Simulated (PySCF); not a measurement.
A species of formula C6H6F2 has this rotational fingerprint, computed with PBE0-D3(BJ)/def2-SVP geometry optimisation, gas phase (PySCF 2.14.0):

* Rotational constants: A = 2947, B = 2132, C = 1334 MHz
* Dipole components: |μa| = 2.88 D, |μb| = 0.60 D, |μc| = 0.88 D
* Inertial defect: -29.69 u·Å²
* κ: -0.01

Problem. Which candidate fits, each taken in the one conformer that was computed?
A. `[CH2:1]=[C:2]([F:3])/[CH:4]=[CH:5]/[CH:6]=[CH:7]/[F:8]` with C1–C2–C4–C5 179°, C4–C5–C6–C7 179°
B. `[CH2:1]=[CH:2]/[CH:3]=[CH:4]/[CH:5]=[C:6]([F:7])[F:8]` with C1–C2–C3–C4 180°, C3–C4–C5–C6 180°
C. `[CH2:1]=[C:2]([F:3])/[CH:4]=[CH:5]\[CH:6]=[CH:7]/[F:8]` with C1–C2–C4–C5 179°, C4–C5–C6–C7 -179°
D. `FC1=CCC=C[C@@H]1F`
E. `[F:1]/[CH:2]=[C:3]1[CH:4]=[C:5]\1[CH2:6][CH2:7][F:8]` with C4–C5–C6–C7 7°, C5–C6–C7–F8 -59°

Solution. D. It is FC1=CCC=C[C@@H]1F, an asymmetric top, point group C1. The candidates at the same level (rigid rotor, commonest isotopes):

```json
{"SMILES": "C=C(F)/C=C\\C=C/F", "A (MHz)": "6735", "B (MHz)": "882.1", "C (MHz)": "780.0", "μa (D)": "0.31", "μb (D)": "0.14", "μc (D)": "0.01", "Δ (u·Å²)": "-0.04", "point group": "–", "rotor": "near-prolate asymmetric top"}
{"SMILES": "C=C(F)/C=C/C=C/F", "A (MHz)": "8613", "B (MHz)": "677.9", "C (MHz)": "628.4", "μa (D)": "0.11", "μb (D)": "0.55", "μc (D)": "0.00", "Δ (u·Å²)": "-0.02", "point group": "Cs", "rotor": "near-prolate asymmetric top"}
{"SMILES": "F/C=C1C=C\\1CCF", "A (MHz)": "7525", "B (MHz)": "791.9", "C (MHz)": "738.9", "μa (D)": "3.28", "μb (D)": "1.82", "μc (D)": "0.93", "Δ (u·Å²)": "-21.38", "point group": "C1", "rotor": "near-prolate asymmetric top"}
{"SMILES": "C=C/C=C/C=C(F)F", "A (MHz)": "8675", "B (MHz)": "691.3", "C (MHz)": "640.3", "μa (D)": "0.55", "μb (D)": "0.39", "μc (D)": "0.00", "Δ (u·Å²)": "-0.01", "point group": "Cs", "rotor": "near-prolate asymmetric top"}
{"SMILES": "FC1=CCC=C[C@@H]1F", "A (MHz)": "2947", "B (MHz)": "2132", "C (MHz)": "1334", "μa (D)": "2.88", "μb (D)": "0.60", "μc (D)": "0.88", "Δ (u·Å²)": "-29.69", "point group": "C1", "rotor": "asymmetric top"}
```

`C=C/C=C/C=C(F)F` has A 194 % too high; `C=C(F)/C=C\C=C/F` has A 129 % too high; `F/C=C1C=C\1CCF` has A 155 % too high; `C=C(F)/C=C/C=C/F` has A 192 % too high. No structure here is proved a minimum.
